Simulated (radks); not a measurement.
Species: a nucleus of charge 42.3 with 41 electrons. Configuration: [Kr] 4d5. All-electron calculation, scalar-relativistic Kohn-Sham, PBE, spin-polarised, spherical densities, finite nucleus; open shells are filled with parallel spins first (spin-orbit coupling, left out, can overturn this in heavy ions); Fermi nuclear charge, rms radius 4.4091 fm. Program: a radial shooting solver on a logarithmic mesh with Libxc functionals.

Radial electron density D(r) = 4 pi r^2 rho(r):

| r (bohr) | D(r) (e/bohr) | spin D(r) |
|---|---|---|
| 0.003541 | 7.613 | -0.000317 |
| 0.004057 | 9.440 | -0.000393 |
| 0.004648 | 11.63 | -0.000483 |
| 0.005325 | 14.22 | -0.000590 |
| 0.006101 | 17.25 | -0.000715 |
| 0.006989 | 20.73 | -0.000858 |
| 0.008008 | 24.64 | -0.00102 |
| 0.009174 | 28.92 | -0.00119 |
| 0.01051 | 33.48 | -0.00138 |
| 0.01204 | 38.14 | -0.00158 |
| 0.0138 | 42.68 | -0.00179 |
| 0.01593 | 47.02 | -0.00200 |
| 0.01825 | 50.34 | -0.00220 |
| 0.02091 | 52.59 | -0.00241 |
| 0.02396 | 53.53 | -0.00264 |
| 0.02745 | 53.09 | -0.00291 |
| 0.03145 | 51.45 | -0.00324 |
| 0.03603 | 49.09 | -0.00362 |
| 0.04128 | 46.77 | -0.00390 |
| 0.04729 | 45.41 | -0.00376 |
| 0.05418 | 45.87 | -0.00244 |
| 0.06208 | 48.60 | 0.00146 |
| 0.07112 | 53.37 | 0.0103 |
| 0.08148 | 59.11 | 0.0275 |
| 0.0941 | 64.29 | 0.0597 |
| 0.1078 | 66.33 | 0.109 |
| 0.1235 | 64.39 | 0.179 |
| 0.1415 | 58.69 | 0.273 |
| 0.1621 | 51.10 | 0.384 |
| 0.1857 | 44.51 | 0.500 |
| 0.2128 | 41.52 | 0.599 |
| 0.2438 | 42.92 | 0.654 |
| 0.2793 | 47.02 | 0.638 |
| 0.32 | 50.41 | 0.539 |
| 0.3666 | 49.81 | 0.367 |
| 0.4201 | 43.97 | 0.167 |
| 0.4813 | 34.37 | 0.0141 |
| 0.5558 | 23.66 | 0.00248 |
| 0.6368 | 16.14 | 0.211 |
| 0.7295 | 12.39 | 0.665 |
| 0.8358 | 11.62 | 1.33 |
| 0.9576 | 11.95 | 2.07 |
| 1.097 | 11.77 | 2.72 |
| 1.257 | 10.46 | 3.10 |
| 1.44 | 8.299 | 3.14 |
| 1.65 | 5.962 | 2.85 |
| 1.89 | 3.953 | 2.34 |
| 2.165 | 2.464 | 1.75 |
| 2.481 | 1.456 | 1.19 |
| 2.865 | 0.7849 | 0.708 |
| 3.283 | 0.4069 | 0.388 |
| 3.761 | 0.1923 | 0.189 |
| 4.309 | 0.08053 | 0.0800 |
| 4.936 | 0.02888 | 0.0288 |
| 5.656 | 0.008540 | 0.00853 |
| 6.48 | 0.002014 | 0.00201 |

D(r) has 4 maxima, at r = 0.0245, 0.109, 0.338, 1.00 bohr, and minima at 0.0492, 0.218, 0.823 bohr, inside which lie 2.03, 11.12, 29.19 electrons.
